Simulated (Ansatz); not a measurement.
Relaxation of AlClFH₅N₂ (10 atoms, charge 0, multiplicity 1), to a largest force component of 0.03 eV/Å in at most 50 steps.

These are results of Ansatz, RHF/6-31G*, not measurements.

```xyz
10
Properties=species:S:1:pos:R:3
Al 0.002 -0.114 -0.163
F 0.004 -0.143 1.511
N 1.564 -0.107 -0.974
H 1.703 -0.117 -1.962
H 2.437 0.013 -0.507
N -1.551 -0.251 -0.977
H -2.428 -0.306 -0.503
H -1.693 -0.221 -1.963
Cl 0.052 2.962 1.361
H 0.082 1.885 2.118
```

Q: Where does it end, and by what steps?

A: The forces met the threshold. The force dipped under the threshold on the way, but the program's further checks kept it going. After 21 steps the energy has fallen by 0.103 eV; Cl9 moved furthest, 1.62 Å.

```csv
step,energy less start (eV),largest force component (eV/Å),accepted
0,0.0000,1.185,yes
1,-0.0351,0.999,yes
2,-0.0396,1.272,yes
3,-0.0609,0.336,yes
4,-0.0798,0.180,yes
5,-0.0878,0.173,yes
6,-0.0926,0.297,yes
7,-0.0960,0.191,yes
8,-0.0978,0.080,yes
9,-0.0996,0.112,yes
10,-0.1001,0.223,yes
11,-0.1009,0.106,yes
12,-0.1015,0.053,yes
13,-0.1019,0.030,yes
14,-0.1011,0.225,no
15,-0.1022,0.034,yes
16,-0.1022,0.069,yes
17,-0.1023,0.034,yes
18,-0.1024,0.002,yes
19,-0.1025,0.003,yes
20,-0.1010,0.226,no
21,-0.1026,0.011,yes
```

```xyz
10
Properties=species:S:1:pos:R:3
Al 0.020 -0.022 -0.430
F 0.019 0.701 1.058
N 1.582 -0.317 -1.187
H 1.723 -0.735 -2.082
H 2.460 -0.081 -0.775
N -1.543 -0.432 -1.132
H -2.420 -0.258 -0.689
H -1.685 -0.862 -2.021
Cl 0.004 3.342 2.936
H 0.009 2.265 2.261
```

Whether the end is a true minimum wasn't checked by a vibrational analysis.

Run time: 57 s on 1 thread of Intel(R) Xeon(R) Platinum 8488C (Sapphire Rapids), on a shared host, peak memory 0.2 GiB.
